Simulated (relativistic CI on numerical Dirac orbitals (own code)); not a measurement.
A reference radial Dirac CI calculation of F3+ gave the lowest total energy -95.39405 Ha in 19 SCF steps, from this input:

```
atom F  Z=9  charge=3  electrons=6
nucleus A=19  rms_radius_fm=2.8976
hamiltonian dirac-coulomb  breit=on  qed=on  c_scale=1
orbitals kli  potential=per-configuration
slater_scale 1
correlation none
mixing on
grid step=0.0125 r_max=19.8
scf mixing=0.4 start=green max_iterations=150 tolerance=2e-08 node_fill=0.05
configurations
  [He] 2s2 2p2
  [He] 2s 2p3
end
```

One setting was then changed (and the iteration limit cut to 86), and the output read:

```
SCF 1: [He] 2s2 2p2
 iter      energy (Ha)   residual   last orbital (Ha)
    1       -94.514080   8.47e-01     -4.42772
    2       -95.125807   4.44e-01     -3.75345
    3       -95.348239   1.73e-02     -3.17817
    4       -95.348463   6.35e-03     -3.16843
    5       -95.348509   1.72e-04     -3.16288
    6       -95.348508   1.84e-05     -3.16251
    7       -95.348508   6.77e-07     -3.16255
    8       -95.348508   4.07e-08     -3.16255
    9       -95.348508   1.16e-08     -3.16255
SCF 2: [He] 2s 2p3
 iter      energy (Ha)   residual   last orbital (Ha)
    1       -93.642081   9.07e-01     -4.42772
    2       -94.386021   4.67e-01     -3.68402
    3       -94.646075   1.07e-02     -3.04100
    4       -94.646433   4.36e-03     -3.06122
    5       -94.646449   4.47e-04     -3.06455
    6       -94.646450   1.48e-04     -3.06389
    7       -94.646450   7.30e-07     -3.06355
    8       -94.646450   3.47e-07     -3.06355
    9       -94.646450   2.25e-08     -3.06355
   10       -94.646450   8.24e-10     -3.06355
orbital energies (Ha): 1s -27.8852  2s -3.8467  2p1/2 -3.1663  2p3/2 -3.1625
configuration averages (Ha): Dirac-Coulomb, Breit, QED
  2s2 2p2                        -95.348508    0.010801    0.007448
  2s 2p3                         -94.646450    0.010752    0.007178
levels: no., configuration, term, J, E (cm-1), weight
   1 2s 2p3                 5S*  2                0.0  1.00
   2 2s2 2p2                3P   0            39754.3  1.00
   3 2s2 2p2                3P   1            39980.1  1.00
   4 2s2 2p2                3P   2            40378.1  1.00
   5 2s2 2p2                1D   2            94467.8  1.00
   6 2s 2p3                 3D*  3           174495.4  1.00
   7 2s 2p3                 3D*  2           174548.4  1.00
   8 2s 2p3                 3D*  1           174564.7  1.00
   9 2s2 2p2                1S   0           175979.4  1.00
  10 2s 2p3                 3P*  2           228538.1  1.00
  11 2s 2p3                 3P*  1           228541.9  1.00
  12 2s 2p3                 3P*  0           228562.6  1.00
  13 2s 2p3                 1D*  2           361700.7  1.00
  14 2s 2p3                 3S*  1           374342.1  1.00
lowest total energy -95.637032 Ha
end: converged
```

Q: Which setting was changed?
A. QED terms
B. Breit term
C. speed of light
D. Slater scale

A: D. The Slater scale 2. This setting is bad on purpose; its numbers may not be properties of the ion.
